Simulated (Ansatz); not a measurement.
A nudged elastic band was laid between two geometries of ClH + F3HSi (7 atoms, charge 0, multiplicity 1).

All numbers below come from Ansatz 0.2.0, RKS B3LYP-D4/def2-SVP.

* movable images: 5
* climbing image: from the first iteration
* spring: 5.0 eV/Å²
* optimiser: fire
* start path: through a guess of the saddle point
* force threshold: 0.05 eV/Å
* iteration limit: 60
* end points: relaxed

First end point:

```xyz
7
Properties=species:S:1:pos:R:3
Si 0.374 0.000 -0.180
H 0.464 0.000 1.280
F 1.849 0.000 -0.813
F -0.377 1.302 -0.733
F -0.377 -1.302 -0.733
Cl -2.759 0.000 1.395
H -2.431 0.000 2.644
```

Last end point:

```xyz
7
Properties=species:S:1:pos:R:3
Si -0.422 0.000 -0.725
H -0.266 0.000 2.830
F 0.611 0.000 0.495
F -0.145 1.295 -1.615
F -0.145 -1.295 -1.614
Cl -2.321 0.000 -0.040
H -0.570 0.000 3.528
```

Question: What changes between the two ends?

Answer: Bonds broken: Si1–H2, Cl6–H7. Bonds formed: Si1–Cl6, H2–H7. ClH + F3HSi becomes ClF3Si + H2.

Question: Give the energies along the band, and the barrier.

Answer: The run converged. The highest image is number 3 of 0 to 6, 171.5 kJ/mol above the first end and 231.5 kJ/mol above the last; the last end lies 60.0 kJ/mol below the first. Neighbouring images differ by up to 1.5 eV, so the band resolves the path poorly. Another band between the same ends (5 images) ends at a top of the same energy, where a vibrational analysis finds 1 clearly imaginary mode. The orbitals stay closed-shell, which can raise the energy where a bond breaks towards radicals; this wasn't checked here.

```
image  path coordinate (Å)  energy (kJ/mol)  Si1–H2 (Å)  Cl6–H7 (Å)  Si1–Cl6 (Å)
    0                 0.00              0.0        1.46        1.29         3.51
    1                 0.80              5.2        1.46        1.29         3.33
    2                 1.60             41.3        1.48        1.31         2.96
    3                 2.39            171.5        1.66        1.63         2.37
    4                 3.43             27.8        2.40        2.22         2.07
    5                 4.47            -50.7        3.08        2.80         2.02
    6                 5.51            -60.0        3.56        3.97         2.02
```

Question: What is the geometry of the highest image?

Answer: 
```xyz
7
Properties=species:S:1:pos:R:3
Si -0.241 0.000 0.012
H 0.064 0.000 1.644
F 1.376 0.000 -0.081
F -0.583 1.381 -0.718
F -0.583 -1.381 -0.718
Cl -2.388 0.000 1.024
H -0.904 0.000 1.697
```

Time of the run: 4.1 min on 2 threads of Intel(R) Xeon(R) 6975P-C (Granite Rapids), on a shared host, peak memory 0.2 GiB.
